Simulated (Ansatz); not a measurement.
Reaction (ligand exchange at a Zr–Cl bond): `[Cl][Zr]12345678([Cl])([C@H]9[C@@H]1[C@@H]2[C@@H]3[C@H]94)[C@H]1[C@@H]5[C@@H]6[C@@H]7[C@H]18` + H–F → `[F][Zr]12345678([Cl])([C@H]9[C@@H]1[C@@H]2[C@@H]3[C@H]94)[C@H]1[C@@H]5[C@@H]6[C@@H]7[C@H]18` + HCl

Program: Ansatz. Geometries: PBE0-D4/def2-TZVP. ΔE: electronic, gas phase. CBS: MP2 limit from def2 TZ/QZ plus the TZ coupled-cluster correction, frozen cores. This one scheme is used for every species. DFT in def2-TZVPP. def2 core potentials past Kr. For Zr outer-core shells are correlated without core-valence functions, which leaves a few kJ/mol of doubt a bond.

| level | ΔE (kJ/mol) | difference from CCSD(T)/CBS |
| --- | --- | --- |
| PBE-D4 | -8.1 | -14.2 |
| BLYP-D4 | -14.8 | -20.9 |
| r2SCAN-D4 | -11.1 | -17.2 |
| ωB97X-V | -12.6 | -18.7 |
| PBE | -15.4 | -21.5 |
| revPBE | -18.8 | -24.9 |
| r2SCAN | -13.3 | -19.4 |
| MP2/def2-TZVPP | 19.8 | 13.7 |
| CCSD/def2-TZVPP | -2.4 | -8.5 |
| SCS-MP2/def2-QZVPP | 10.0 | 3.9 |
| CCSD(T)/CBS | 6.1 | 0 |

Largest T1 diagnostic among the species: 0.013.

From r2SCAN to r2SCAN0 (25 % exact exchange), in def2-TZVPP and without D4, ΔE moves by +8.0 kJ/mol. Leaving LDA and LC-ωPBE aside and taking each functional with its dispersion term where it has one, the values, not all of them listed here, spread over 24.6 kJ/mol, from CAM-B3LYP-D4 to PBE-QIDH. LDA lies +8.0 kJ/mol from PBE without D4.

CCSD(T)/CBS has its own doubt, a few kJ/mol and more with outer-core shells, so smaller differences from it don't rank the levels.
